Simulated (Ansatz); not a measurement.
Geometry optimisation, RKS B3LYP/def2-SVP in Ansatz.

input.yaml

```yaml
crystal:
  periodic: [false, false, false]
  atoms:
    - { symbol: B, position_ang: [0.019505, -0.480766, -0.374311] }
    - { symbol: H, position_ang: [0.000904, 0.129004, 1.940819] }
    - { symbol: F, position_ang: [1.14537, 0.149504, -0.62278] }
    - { symbol: F, position_ang: [-1.130329, 0.11032, -0.608249] }
    - { symbol: F, position_ang: [0.044373, -1.729198, 0.049969] }
    - { symbol: H, position_ang: [0.026077, -0.581463, 1.844952] }
basis:
  gaussian: { orbitals: def2-SVP }
hamiltonian:
  xc: b3lyp
relax:
  f_tol: 0.03
  max_steps: 50
```

Launched with:

```bash
$ ansatz run input.yaml --threads 1 --pin off --max-ram 2048MiB --backend cpu --events-out ev --progress --plain --runs-dir out
```

Problem. Where does it end, and by what steps?

Solution. The run converged. After 6 steps the energy has fallen by 0.122 eV; H6 moved furthest, 0.40 Å.

| step | energy less start (eV) | largest force component (eV/Å) | accepted |
| --- | --- | --- | --- |
| 0 | 0.0000 | 1.737 | yes |
| 1 | -0.1058 | 0.310 | yes |
| 2 | -0.1016 | 0.533 | no |
| 3 | -0.1105 | 0.207 | yes |
| 4 | -0.1189 | 0.161 | yes |
| 5 | -0.1220 | 0.075 | yes |
| 6 | -0.1223 | 0.006 | yes |

```xyz
6
Properties=species:S:1:pos:R:3
B 0.020 -0.526 -0.554
H 0.001 0.234 2.227
F 1.145 0.127 -0.737
F -1.130 0.085 -0.728
F 0.044 -1.796 -0.215
H 0.026 -0.526 2.236
```

Whether the end is a true minimum wasn't checked by a vibrational analysis.

Run time: 13 s on 1 thread of Arm Neoverse V1 (shared host), peak memory 0.1 GiB.
